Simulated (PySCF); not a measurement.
```xyz
3
charge 0 multiplicity 1, angstrom
Te   -0.0519    0.0000   -0.2259
N    -1.4759    0.0000    0.8572
F     1.4426    0.0000    0.9129
```

These are results of PySCF, HF, basis Te def2-TZVP with ECP28, N def2-TZVP, F def2-TZVP (scalar-relativistic core potentials, no spin–orbit coupling, density fitting), not measurements.

This geometry of FTeN is a stationary point at this level.

(1) What is the point group?

(2) Is it a minimum?

(3) List the harmonic modes with their infrared intensities.

(4) Give the atomic charges and bond orders.

(5) What is the atomisation energy, with and without zero-point energy?

Answers

(1) Cs.

(2) Yes: all harmonic wavenumbers are real.

(3) 
```json
{"symmetry": "a'", "ω (cm⁻¹)": "275", "IR (km/mol)": "13.9", "type": "bend"}
{"symmetry": "a'", "ω (cm⁻¹)": "654", "IR (km/mol)": "144", "type": "stretch"}
{"symmetry": "a'", "ω (cm⁻¹)": "911", "IR (km/mol)": "19.1", "type": "stretch"}
```

(4) 
```
atom  Mulliken  Löwdin  polar tensor  Mayer order to Te1
 Te1      0.98    0.87          0.83                   –
  N2     -0.47   -0.48         -0.13                2.18
  F3     -0.51   -0.39         -0.70                0.69
```

(5) 46 kJ/mol without, 35 kJ/mol with.

Other isomers or separated fragments may lie lower.
